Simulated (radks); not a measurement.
Values are calculated unless marked as measured or tabulated.
How relativity changes the ionisation of neutral osmium ([Xe] 4f14 5d6 6s2) to Os+ ([Xe] 4f14 5d6 6s1). Spin-unpolarised spherical Kohn-Sham, BLYP, point nucleus unless stated (finite: rms radius 5.4126 fm), a radial shooting solver on a logarithmic mesh with Libxc functionals. A level marked "c x" has the speed of light scaled by that factor and shares open shells by 2j + 1; other Dirac levels either fill j = l - 1/2 first or share by 2j + 1.

level                               E(Os) (hartree)  E(Os+) (hartree)  IE (eV)   HOMO  <r> HOMO (bohr)
non-rel.                                -16295.0851       -16294.7892    8.053     6s            3.358
scalar-rel.                             -17254.8317       -17254.4814    9.531     6s            2.992
scalar-rel., finite nucleus             -17251.7007       -17251.3506    9.527     6s            2.993
Dirac, 2j+1 shares                      -17282.7636       -17282.4131    9.537  5d5/2            1.859
Dirac, low j first                      -17282.8248       -17282.4768    9.469  5d5/2            1.871
Dirac, 2j+1 shares, finite nucleus      -17279.6009       -17279.2506    9.533  5d5/2            1.859
Dirac, c x 0.75                         -18375.5946       -18375.1672   11.630  5d5/2            1.975
Dirac, c x 0.85                         -17771.9024       -17771.5197   10.414  5d5/2            1.911
Dirac, c x 1.5                          -16693.9052       -16693.5888    8.608  6s1/2            3.205

NIST Atomic Spectra Database: 8.438 eV (measured). The relativistic part of the total energy of Os is -984.5 hartree (Dirac, 2j+1 shares, finite nucleus), 6 % of the non-relativistic value. Spin polarisation and multiplet splitting of open shells are left out at every level.

Beside tabulated values, note that relativity, absent from the non-relativistic runs, is large for the heavy elements, and spin-unpolarised runs miss the spin-polarisation part of the exchange energy of open shells.
